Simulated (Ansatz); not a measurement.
Consider the ligand exchange at a Ga–Cl bond: gallium trichloride + CH₃NH₂ → `C[NH][Ga]([Cl])[Cl]` + HCl.

Computed with Ansatz on PBE0-D4/def2-TZVP structures; ΔE is electronic, products minus reactants. CCSD(T)/CBS adds triple-zeta CCSD(T) − MP2 to the extrapolated MP2 energy (def2 sets, frozen cores). This one scheme is used for every species. Functionals use def2-TZVPP. HSE06 is defined as in plane-wave codes. For Ga outer-core shells are correlated without core-valence functions, which leaves a few kJ/mol of doubt a bond. Scalar relativity is left out up to krypton. Each species was taken in one conformer, which may not be the lowest.

| level | ΔE (eV) |
| --- | --- |
| BLYP-D4 | 0.61 |
| HSE06-D4 | 0.68 |
| ωB97X-V | 0.65 |
| r2SCANh | 0.69 |
| HF/def2-SVP | 0.81 |
| CCSD(T)/def2-SVP | 0.61 |
| SCS-MP2/def2-TZVPP | 0.59 |
| HF/def2-QZVPP | 0.82 |

Problem. What does CCSD(T)/CBS give? (Best estimate.)

Solution. The calculation gave: +0.57 eV. The listed levels differ from it by 0.04, 0.11, 0.08, 0.12, 0.24, 0.04, 0.02, 0.25 eV.

Largest T1 diagnostic among the species: 0.012.

In def2-TZVPP, CCSD(T) changes the Hartree–Fock value by −0.25 eV (the triples alone add −0.02 eV) and MP2 by −0.25 eV. From BLYP to BHLYP (50 % exact exchange), in def2-TZVPP and without D4, ΔE moves by +0.05 eV. Leaving LDA and LC-ωPBE aside and taking each functional with its dispersion term where it has one, the values, not all of them listed here, spread over 0.11 eV, from BLYP-D4 to B97M-V. LDA lies −0.14 eV from PBE without D4.
